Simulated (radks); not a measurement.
The numbers below are computed, except where a source is named.
Radial electron density D(r) = 4 pi r^2 rho(r) of an atom or ion with 47 electrons. Code: a radial shooting solver on a logarithmic mesh with Libxc functionals. Model: Dirac Kohn-Sham, PBE, spin-unpolarised, spherical densities, point nucleus.

```
   r/bohr * D(r) (the largest magnitude, 75.9, reaches the edge; | marks zero)
 0.002966 |     *
 0.003426 |      *
 0.003988 |        *
 0.004606 |          *
 0.005319 |             *
 0.006193 |                *
 0.007152 |                    *
  0.00826 |                       *
 0.009615 |                           *
   0.0111 |                               *
  0.01282 |                                   *
  0.01481 |                                       *
  0.01724 |                                         *
  0.01991 |                                           *
    0.023 |                                           *
  0.02677 |                                          *
  0.03092 |                                        *
  0.03571 |                                      *
  0.04157 |                                     *
  0.04801 |                                     *
  0.05544 |                                        *
  0.06403 |                                            *
  0.07454 |                                                 *
  0.08609 |                                                     *
  0.09942 |                                                      *
   0.1157 |                                                   *
   0.1337 |                                              *
   0.1544 |                                        *
   0.1797 |                                    *
   0.2075 |                                     *
   0.2397 |                                        *
   0.2768 |                                           *
   0.3223 |                                          *
   0.3722 |                                   *
   0.4298 |                          *
   0.5004 |                 *
   0.5779 |            *
   0.6674 |           *
   0.7769 |            *
   0.8973 |             *
    1.036 |           *
    1.197 |         *
    1.393 |      *
    1.609 |    *
    1.858 |  *
    2.163 | *
    2.498 |*
    2.885 |*
    3.359 *
    3.879 *
     4.48 *
    5.174 *
    6.023 *
    6.956 *
    8.033 *
    9.352 *
     10.8 *
```

What is the nuclear charge?

Answer. Z = 47. The innermost maximum, from 1s, lies near gamma/Z bohr with gamma = sqrt(1 - (Z/c)^2) = 0.939, here 0.02 bohr (found: 0.0219), and its height grows with Z. The density is that of neutral silver in [Kr] 4d10 5s1; the configuration itself is not fixed sharply by these data, and Z only to a few units. D(r) has 4 maxima, at r = 0.0219, 0.0963, 0.288, 0.876 bohr, and minima at 0.0436, 0.189, 0.646 bohr, inside which lie 2.05, 11.19, 29.01 electrons.
